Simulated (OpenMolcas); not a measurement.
# Co²⁺: CASPT2 settings compared

| Quantity | Value |
| --- | --- |
| Program | OpenMolcas 26.06 |
| Basis | ANO-L-VQZP [7s6p4d3f2g] |
| Scalar Hamiltonian | non-relativistic, point nucleus |
| Active space | 7 electrons in 5 orbitals (3d) |
| State averaging | 2S+1 = 4 even, 10 roots; 2S+1 = 2 even, 40 roots kept (CI in the orbitals of an earlier block) |
| Spin-orbit coupling | state interaction with AMFI integrals over the reference wave functions, term energies averaged over their components |

Methods on the same reference wave functions:
A. CASSCF
B. SS-CASPT2, IPEA 0.3 Eh, sigma2 regulariser 0.1 Eh (closed shells correlated: 3s 3p)
C. SS-CASPT2, IPEA 0.3 Eh, real shift 0.2 Eh (closed shells correlated: 2s 2p 3s 3p)
D. XMS-CASPT2, IPEA 0.4 Eh, no level shift (closed shells correlated: 3s 3p)

Energies in cm-1 above 3d7 4F 9/2, the measured ground level; measured values from Sugar and Corliss, J. Phys. Chem. Ref. Data 10, 1097 (1981).

```tsv
Level	A	B	C	D	Measured
3d7 4F 9/2	0.0	0.0	0.0	0.0	0.0
3d7 4F 7/2	837	840	840	838	841
3d7 4F 5/2	1456	1456	1456	1454	1451
3d7 4F 3/2	1882	1877	1877	1877	1867
3d7 4P 5/2	19482	15680	15630	16020	15202
3d7 2G 9/2	19492	17060	17050	18310	16978
3d7 4P 3/2	19778	15990	15940	16280	15428
3d7 4P 1/2	20161	16370	16320	16690	15811
3d7 2G 7/2	20293	17860	17850	19110	17766
3d7 2P 3/2	25799	22010	21980	21300	20195
3d7 2H 11/2	25930	22900	22880	24470	22720
3d7 2P 1/2	26632	23000	22970	22020	
3d7 2H 9/2	26634	23610	23590	25180	23434
3d7 2D 5/2(1)	28102	23460	23410	24480	23059
3d7 2D 3/2(1)	29334	24840	24800	25650	24237
3d7 2F 5/2	44932	37730	37640	39110	37021
3d7 2F 7/2	45282	38080	38000	39470	37316
3d7 2D 3/2(2)	70214	59080	58970	59760	
3d7 2D 5/2(2)	70616	59490	59380	60190
```

Deviations, from unrounded energies. A percentage is the sum of absolute deviations over the sum of measured energies, with the sign that they share, or ± where signs differ.

```tsv
Against measurement	Levels	A	B	C	D
mean absolute deviation (cm-1)	15	3700	430	400	1100
fine structure of the ground term (%)	3	±0.6	±0.4	±0.4	±0.4
other terms of the ground configuration (%)	12	+20.8	+2.4	+2.2	+6.3
```

C lies closest to measurement on these levels and A furthest from it. The largest miss of C in the table is 3d7 2P 3/2, by +1800 cm-1. The ranking rests on the paired levels alone, and a cruder setting can come out closer through cancelling errors.

Among B to D the level of the table that moves most is 3d7 2H 11/2, by 1600 cm-1 (lowest in C, highest in D). Moves below CASPT2's spread within the term are not significant.

The mean deviations of B to D differ by less than CASPT2's widest spread within a term (2200 cm-1), so their order carries little weight.

From A to B the spin-free energies of the other terms of 3d7 shown, above 4F, scale by factors of 0.80 to 0.88, as is usual when dynamic correlation screens the repulsion within a d or f shell.

The lowest spin-free term lies below A's lowest term by 0.591 hartree in B, 0.654 hartree in C, 0.593 hartree in D.

CASPT2 breaks the degeneracy within a term, and the mean is taken; among the terms shown or strongly mixed into the levels shown the widest spread is 2200 cm-1 (3d7 4F, D). Terms from blocks run as CI alone lack orbitals of their own. The CASPT2 spread within a term exceeds the gap to the next term for 3d7 2P and 3d7 2H, 3d7 2H and 3d7 2D(1), so the order of their levels is uncertain (figures for B; the like holds for C, D). Without dynamic correlation excited terms often stand tens of per cent too high (terms of higher spin than the ground term too low), and those without a measured partner can miss by more than the paired ones (holds for A). Some levels mix across a computed gap that differs much from the measured one, so their mixing is not that of the real levels (holds for B; C). Computed and measured levels are paired by configuration, term and J; levels that our copy of the source lacks, or whose pairing is in doubt (as where it misses far off the trend of its configuration), stay unpaired and out of the deviations. Only configurations of the active space appear.

A number in round brackets counts repeated terms of one configuration in the order of the reference energies.
